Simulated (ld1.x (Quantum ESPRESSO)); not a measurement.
Varying the TM semilocal potential for Sr (Z = 38)

Base potential:

Sr (Z = 38), norm-conserving Troullier–Martins (semilocal form), made with ld1.x (Quantum ESPRESSO) 7.5 (revPBE, scalar-relativistic). Core [Ar] 3d10, reference 4s2 4p6 4d0 5s0 5p0 (charge +2). Waves: 4p (bound): rc 2.00 bohr; 4d (bound, empty): rc 0.60 bohr; 4s (bound): rc 1.55 bohr. Local part: the s channel. Core correction: Bessel-smoothed model core, default radius (core density twice the valence density).

Cutoffs, loose and tight: the cutoffs (Ry, on a coarse ladder) from which the occupation-weighted sum of valence levels, in a spherical-Bessel basis at the reference potential, stays within 10 and 1 mRy of its value at 400 Ry. They do not see the model core or the augmentation charge, which bear on the density cutoff. Test errors are all-electron minus pseudo excitation energies from the reference, over the configurations 4s2 4p6 4d0 5s2 5p0; 4s2 4p6 4d0 5s1 5p0; 4s2 4p6 4d0 5s1.5 5p0; 4s2 4p6 4d0.5 5s1.5 5p0; 4s2 4p6 4d0 5s0 5p1; 4s2 4p5 4d0 5s2 5p0; 4s2 4p6 4d0 5s1 5p1. A dash means not determined; rows that change the core or the reference have their own tests. The largest error is taken over the tests solved by every variant that gives reliable tests at all: 4s2 4p5 4d0 5s2 5p0; 4s2 4p6 4d0 5s0 5p1; 4s2 4p6 4d0 5s1 5p0; 4s2 4p6 4d0 5s1 5p1; 4s2 4p6 4d0 5s1.5 5p0; 4s2 4p6 4d0 5s2 5p0.

Cutoffs are not given where the Bessel-basis levels miss the radial ones by over 6 mRy, ghosts where they miss by over 20 mRy; a channel whose overlap is not positive is not tested.

For the base: The 4d radius (0.60 bohr) lies inside the outermost node of the all-electron wave (0.65 bohr), which a nodeless pseudo-wave cannot match soundly.

A semilocal file is local in each channel, so a ghost entry of none says nothing of the separable form that plane-wave codes build from it.

| change | outcome | cutoff, loose | cutoff, tight | bound ghosts | largest test error (meV) |
| --- | --- | --- | --- | --- | --- |
| base | generated | – | – | not determined | +279 |
| all radii but the core radius scaled by about 0.76 (s 1.18, p 1.52, d 0.46 bohr) | generated | – | – | not determined | +112 |
| all radii but the core radius scaled by about 0.84 (s 1.30, p 1.70, d 0.50 bohr) | generated | – | – | not determined | +111 |
| all radii but the core radius scaled by about 1.11 (s 1.72, p 2.22, d 0.66 bohr) | generated | – | – | not determined | +568 |
| all radii but the core radius scaled by about 1.27 (s 1.96, p 2.54, d 0.76 bohr) | generated | 25 Ry | 45 Ry | none | +1278 |
| all radii but the core radius scaled by about 1.36 (s 2.12, p 2.72, d 0.82 bohr) | generated | 18 Ry | 40 Ry | none | +2194 |

**Question.** What comes out with this change to the base: all radii but the core radius scaled by about 0.94 (s 1.46, p 1.90, d 0.56 bohr)?

**Answer.** outcome: generated; bound ghosts: not determined; largest test error (meV): +198.

**Question.** What comes out with this change to the base: all radii but the core radius scaled by about 1.21 (s 1.88, p 2.42, d 0.72 bohr)?

**Answer.** outcome: generated; cutoff, loose: 30 Ry; cutoff, tight: 50 Ry; bound ghosts: none; largest test error (meV): +1098.
